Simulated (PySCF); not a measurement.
Spinor energies of Tc⁺ (technetium, charge +1)

Start: [Kr] 4d4 5s1 5p1; 4d5/2 filled at m_j = -1/2, +1/2, +3/2, +5/2; 5s1/2 filled at m_j = +1/2; 5p3/2 filled at m_j = +3/2. Calculated with PySCF 2.14 in x2c-SVPall-2c with one added diffuse shell each of s, p, d type (7s9p7d1f, 76 functions): generalised Hartree-Fock with the X2C-1e Hamiltonian and a Gaussian nucleus; one run each with spin-orbit coupling (SO) switched off, then screened by Boettger's factors. This is a chosen level, not necessarily the ground level.

```json
{"spinor shell": "1s1/2", "electrons": "2", "ε, spin-free (eV)": "-21168.5", "ε, screened SO (eV)": "-21167.5", "weight of nominal j (screened SO)": "1.000", "rms radius, screened SO (bohr)": "0.0394"}
{"spinor shell": "2s1/2", "electrons": "2", "ε, spin-free (eV)": "-3108.2", "ε, screened SO (eV)": "-3108.0", "weight of nominal j (screened SO)": "1.000", "rms radius, screened SO (bohr)": "0.162"}
{"spinor shell": "2p1/2", "electrons": "2", "ε, spin-free (eV)": "-2777.2", "ε, screened SO (eV)": "-2859.0", "weight of nominal j (screened SO)": "1.000", "rms radius, screened SO (bohr)": "0.141"}
{"spinor shell": "2p3/2", "electrons": "4", "ε, spin-free (eV)": "-2777.2", "ε, screened SO (eV)": "-2739.0", "weight of nominal j (screened SO)": "1.000", "rms radius, screened SO (bohr)": "0.145"}
{"spinor shell": "3s1/2", "electrons": "2", "ε, spin-free (eV)": "-585.95", "ε, screened SO (eV)": "-585.93", "weight of nominal j (screened SO)": "1.000", "rms radius, screened SO (bohr)": "0.441"}
{"spinor shell": "3p1/2", "electrons": "2", "ε, spin-free (eV)": "-474.13", "ε, screened SO (eV)": "-488.35", "weight of nominal j (screened SO)": "1.000", "rms radius, screened SO (bohr)": "0.439"}
{"spinor shell": "3d3/2", "electrons": "4", "ε, spin-free (eV)": "-293.21", "ε, screened SO (eV)": "-295.62", "weight of nominal j (screened SO)": "0.969", "rms radius, screened SO (bohr)": "0.434"}
{"spinor shell": "3d5/2", "electrons": "6", "ε, spin-free (eV)": "-293.21", "ε, screened SO (eV)": "-291.64", "weight of nominal j (screened SO)": "0.979", "rms radius, screened SO (bohr)": "0.437"}
{"spinor shell": "4s1/2", "electrons": "2", "ε, spin-free (eV)": "-102.82", "ε, screened SO (eV)": "-102.87", "weight of nominal j (screened SO)": "1.000", "rms radius, screened SO (bohr)": "1.13"}
{"spinor shell": "4p1/2", "electrons": "2", "ε, spin-free (eV)": "-68.831", "ε, screened SO (eV)": "-73.279", "weight of nominal j (screened SO)": "0.689", "rms radius, screened SO (bohr)": "1.24"}
{"spinor shell": "4p3/2", "electrons": "4", "ε, spin-free (eV)": "-68.831", "ε, screened SO (eV)": "-66.750", "weight of nominal j (screened SO)": "0.845", "rms radius, screened SO (bohr)": "1.25"}
{"spinor shell": "4d5/2", "electrons": "4", "ε, spin-free (eV)": "-26.190", "ε, screened SO (eV)": "-26.194", "weight of nominal j (screened SO)": "0.668", "rms radius, screened SO (bohr)": "1.70"}
{"spinor shell": "5s1/2", "electrons": "1", "ε, spin-free (eV)": "-17.367", "ε, screened SO (eV)": "-17.384", "weight of nominal j (screened SO)": "0.996", "rms radius, screened SO (bohr)": "3.24"}
{"spinor shell": "5p3/2", "electrons": "1", "ε, spin-free (eV)": "-12.163", "ε, screened SO (eV)": "-12.059", "weight of nominal j (screened SO)": "1.000", "rms radius, screened SO (bohr)": "3.75"}
```

(1) Where does 3p3/2 lie, and what is the 3p spin-orbit splitting (screened SO)?

```tsv
quantity	spin-free	screened SO
E (hartree)	-4281.88592	-4282.40747
M_J	6	6
⟨J²⟩	42.014	42.026
⟨L²⟩	12.013	12.103
⟨S²⟩	12.001	11.957
```

Each row is a mean over spinors that exchange with the open shell spreads, by up to 9.855 eV (4p3/2).

Rows whose weight is well below 1 are mixtures of j = l ± 1/2: exchange outweighs spin-orbit coupling there, and the label is only the starting occupation.

Breit and QED terms are absent; they matter most for the inner s and p1/2 levels.

Densities and radii are taken from the X2C orbitals without a picture-change correction, which distorts them close to the nucleus.

Without spin-orbit coupling the j labels of p, d and f shells carry no meaning; the spin-free column gives the mean over the occupied spinors of each nl shell.

## Answers

(1) At -467.52 eV, 20.836 eV above 3p1/2.
